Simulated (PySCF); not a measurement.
From computed data to an observable: dipole moment from atomic charges

C₂H₄AlClO, SMILES C=[CH][Al]([OH])[Cl]. Atoms are numbered in the order given.

```xyz
9

Al    -0.1950     0.0417     0.0000
Cl     0.5346     2.0213     0.0000
C      0.9655    -1.4943     0.0000
C      0.4443    -2.7364     0.0000
H      2.0620    -1.4095     0.0000
H      1.0705    -3.6395     0.0000
H     -0.6399    -2.9100     0.0000
O     -1.8671    -0.2463     0.0000
H     -2.5682     0.4100     0.0000
```
Charge 0, spin multiplicity 1.

The structure is a stationary point at r2SCAN-D4/def2-SVP. The structure was generated by enumeration; whether it is a known compound was not checked. One conformer was computed; it need not be the lowest.

Charges (e) from PBE/def2-TZVP (PySCF):

| atom | Mulliken | ESP fit |
|---|---|---|
| Al1 | 0.516 | 0.713 |
| Cl2 | -0.254 | -0.289 |
| C3 | -0.244 | -0.285 |
| C4 | -0.230 | -0.266 |
| H5 | 0.124 | 0.117 |
| H6 | 0.119 | 0.149 |
| H7 | 0.144 | 0.149 |
| O8 | -0.485 | -0.665 |
| H9 | 0.310 | 0.378 |

The dipole moment of the full density is 1.02 D.

Question: What dipole moment does each set of point charges give, and which comes closer to that of the density?

Answer: 
μ = Σ q r, and 1 e Å = 4.8032 D.
Mulliken: Σ q r = (-0.174, -0.278, 0.000) e Å, |μ| = 1.58 D.
ESP fit: Σ q r = (-0.111, -0.223, 0.000) e Å, |μ| = 1.19 D.
ESP fit comes closer in size. Point charges leave out the atoms' own dipoles (lone pairs, polarised bonds); fits to the potential absorb them, partitions of the density don't.
